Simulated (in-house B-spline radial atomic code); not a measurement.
Sn⁴⁺. Computed with a B-spline radial atomic code. Model: all-electron spherical atom, spin shells full or empty, radial basis limit, no spin-orbit coupling: exact exchange with a local potential (Slater, KLI or optimised effective potential, whose far tail is KLI's), no correlation.

Exchange potential has not reached -1/r at the last radius.

The run also made RPA and GW results, which its time includes.

The Slater potential averages the orbital exchange potentials with the orbital densities as weights, KLI adds orbital constants, and the optimised effective potential minimises the exact-exchange energy among local potentials. So their energies lie above Hartree-Fock in the order OEP, KLI, Slater. All fall off as −1/r, unlike LDA and GGA exchange.

Command:
```bash
python run_gw.py task.json out
```
Settings (nuclear radius in fm, other lengths in bohr, energies in hartree):
```
Z                      50
electrons              46
configuration          [Kr] 4d10
hamiltonian            x2c
method                 kli
lmax                   9
rms_radius             4.6519
spin_polarised         False
box_radius             11.96
intervals              99
```

Run time, properties included: 4.7 s on 1 thread of Intel(R) Xeon(R) 6975P-C (Granite Rapids) (shared host).

Given: hamiltonian one-electron scalar X2C; mean-field start exchange-only KLI.

Computed: energy above Hartree-Fock 20.626 millihartree.

| radius (bohr) | r times exchange potential (hartree bohr) |
| --- | --- |
| 0.001 | -0.045632 |
| 0.00124 | -0.056451 |
| 0.00155 | -0.070311 |
| 0.00193 | -0.087115 |
| 0.0024 | -0.10757 |
| 0.00299 | -0.13269 |
| 0.00372 | -0.16281 |
| 0.00463 | -0.19874 |
| 0.00576 | -0.2407 |
| 0.00717 | -0.28875 |
| 0.00893 | -0.34191 |
| 0.0111 | -0.39719 |
| 0.0138 | -0.4511 |
| 0.0172 | -0.4981 |
| 0.0214 | -0.52979 |
| 0.0267 | -0.54077 |
| 0.0332 | -0.53574 |
| 0.0413 | -0.54627 |
| 0.0515 | -0.61768 |
| 0.064 | ? |
| 0.0797 | -0.8694 |
| 0.0992 | -0.94888 |
| 0.124 | -0.9531 |
| 0.154 | -0.92986 |
| 0.191 | -1.0315 |
| 0.238 | -1.2531 |
| 0.297 | -1.4031 |
| 0.369 | -1.3634 |
| 0.459 | -1.1368 |
| 0.572 | -1.0779 |
| 0.712 | -1.377 |
| 0.886 | -1.5975 |
| 1.1 | ? |
| 1.37 | -1.5142 |
| 1.71 | -1.344 |
| 2.13 | -1.2023 |
| 2.65 | -1.1121 |

(1) What belongs in the row 0.064?

(2) What belongs in the row 1.1?

```
occupied  level (hartree)  Hartree-Fock level (hartree)
      1s          -1065.9                         -1080
      2s          -162.66                       -167.78
      2p          -146.31                       -150.61
      3s          -33.069                       -35.097
      3p          -27.711                       -29.334
      3d                ?                             ?
      4s          -6.8196                       -7.4167
      4p                ?                             ?
      4d          -2.8384                       -2.8415
```

(3) What belongs in the row 3d?

(4) What belongs in the row 4p?

```csv
empty,level (hartree)
5s,-2.0042
5p,?
5d,-1.0968
6s,-0.99414
```

(5) What belongs in the row 5p?

Results:

(1) r times exchange potential (hartree bohr): -0.74202.

(2) r times exchange potential (hartree bohr): -1.6299.

(3) level (hartree): -19.428; Hartree-Fock level (hartree): -20.445.

(4) level (hartree): -5.2024; Hartree-Fock level (hartree): -5.5926.

(5) level (hartree): -1.6182.

The highest level, 4d, differs from Hartree-Fock by +0.085 eV and the deepest, 1s, by +384 eV: a local potential can match the highest level but can't give each shell its own exchange.
